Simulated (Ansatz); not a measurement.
A nudged elastic band was laid between two geometries of BGeH₅O (8 atoms, charge 0, multiplicity 1).

All numbers below come from RKS B3LYP/def2-SVP (Ansatz).

```
movable images  : 5
climbing image  : yes
spring          : 5.0 eV/Å²
optimiser       : quadratic models (default)
start path      : through a guess of the saddle point
force threshold : 0.05 eV/Å
iteration limit : 60
end points      : relaxed
```

First end point:

```xyz
8
Properties=species:S:1:pos:R:3
B -1.152 0.699 -0.788
Ge 0.532 0.062 0.212
O 0.262 -1.632 0.762
H -2.110 -0.016 -0.931
H -1.184 1.815 -1.242
H 0.838 0.957 1.447
H 1.791 0.107 -0.701
H 1.021 -1.991 1.241
```

Last end point:

```xyz
8
Properties=species:S:1:pos:R:3
B -1.099 0.595 -0.714
Ge 0.700 0.116 0.189
O 0.828 -1.620 0.658
H -2.051 -0.144 -0.683
H -1.221 1.659 -1.270
H 0.893 1.012 1.448
H 1.914 0.316 -0.739
H 0.036 -1.935 1.112
```

(1) What changes between the two ends?

(2) What energy profile does the band end with?

(3) What is the geometry of the highest image?

(4) What are the harmonic wavenumbers there?

The band took 7 iterations and about 100 core-seconds.

## Answers

(1) No bond is made or broken. The dihedral H6–Ge2–O3–H8 goes from -58 to 76°.

(2) The forces met the threshold. The highest image is number 3 of 0 to 6, 0.046 eV above the first end and 0.022 eV above the last; the last end lies 0.024 eV above the first. A vibrational analysis at the climbing image gives one clearly imaginary mode, 208i cm⁻¹: a first-order saddle point.

```json
{"image": "0", "path coordinate (Å)": "0.00", "energy (eV)": "0.000", "dihedral H6–Ge2–O3–H8 (°)": "-58"}
{"image": "1", "path coordinate (Å)": "0.27", "energy (eV)": "0.010", "dihedral H6–Ge2–O3–H8 (°)": "-36"}
{"image": "2", "path coordinate (Å)": "0.54", "energy (eV)": "0.034", "dihedral H6–Ge2–O3–H8 (°)": "-11"}
{"image": "3", "path coordinate (Å)": "0.81", "energy (eV)": "0.046", "dihedral H6–Ge2–O3–H8 (°)": "15"}
{"image": "4", "path coordinate (Å)": "1.08", "energy (eV)": "0.038", "dihedral H6–Ge2–O3–H8 (°)": "39"}
{"image": "5", "path coordinate (Å)": "1.35", "energy (eV)": "0.028", "dihedral H6–Ge2–O3–H8 (°)": "60"}
{"image": "6", "path coordinate (Å)": "1.62", "energy (eV)": "0.024", "dihedral H6–Ge2–O3–H8 (°)": "76"}
```

(3) 
```xyz
8
Properties=species:S:1:pos:R:3
B -1.145 0.669 -0.757
Ge 0.612 0.047 0.134
O 0.612 -1.708 0.550
H -2.098 -0.055 -0.889
H -1.220 1.805 -1.157
H 0.882 0.860 1.433
H 1.820 0.246 -0.813
H 0.538 -1.863 1.499
```

(4) 208i, 128, 176, 325, 547, 603, 664, 679, 809, 842, 911, 918, 1156, 2061, 2097, 2578, 2682, 3858 cm⁻¹.

The run took 98 s on 1 thread of Intel(R) Xeon(R) 6975P-C (Granite Rapids) (shared host), peak memory 0.19 GiB.
